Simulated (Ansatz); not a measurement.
Mulliken charges of `NB(Cl)Br` from ωB97M-V/def2-TZVPP in Ansatz (PBE0-D4/def2-TZVP geometry).

```csv
atom,x (Å),y (Å),z (Å),charge (e)
N1,0.559,0.476,0.355,-0.164
B2,-0.402,-0.315,-0.245,0.111
Cl3,-2.092,0.167,-0.234,-0.130
Br4,0.112,-1.963,-1.101,-0.107
H5,1.533,0.228,0.366,0.145
H6,0.331,1.343,0.812,0.145
```

Task: By hand: the dipole of these point charges (1 e Å = 4.8032 D).

Result: Σ q r = (0.394, 0.303, 0.234) e Å, of length 0.549 e Å = 2.64 D.

Task: How does the dipole of the full density compare? (Best estimate.)

Result: Ansatz gave: (0.375, 0.365, 0.266) e Å, 2.82 D; the point charges give 0.94 times that, at 6° from its direction.

Point charges leave out the atoms' own dipoles, such as those of lone pairs, and Mulliken's split depends on the basis, so the close match here is no proof of good charges.
